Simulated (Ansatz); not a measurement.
Species: sum formula Si2H4Cl2, net charge 0, singlet state. SMILES: Cl[SiH2][SiH2]Cl
Structure (B3LYP-D3(BJ)/def2-TZVP (Ansatz, an electronic-structure program) minimum search):
```xyz
8

Cl     2.0009     1.7397     0.3442
Si     1.1631    -0.1296     0.0036
Si    -1.1630     0.1307    -0.0104
Cl    -2.0010    -1.7409    -0.3372
H      1.5975    -1.0383     1.0857
H      1.6573    -0.6309    -1.2963
H     -1.5981     1.0316    -1.0988
H     -1.6562     0.6414     1.2863
```

Parts of the frozen-core correlation energy in aug-cc-pV(Q+d)Z (Ansatz, hartree). Frozen orbitals: 20; correlated occupied orbitals by spin: 13 and 13; virtual: 507 and 507. Spin-orbit coupling is left out. Non-relativistic.

```csv
term,value
reference (HF),-1499.38540
MP2 opposite-spin,-0.54129
MP2 same-spin,…
CCSD correlation,…
(T),…
T1 diagnostic,0.010
largest doubles amplitude,0.015
```

Problem. Some entries are withheld; supply them.

Solution. 
- MP2 same-spin, value: -0.14278
- CCSD correlation, value: -0.74293
- (T), value: -0.03306
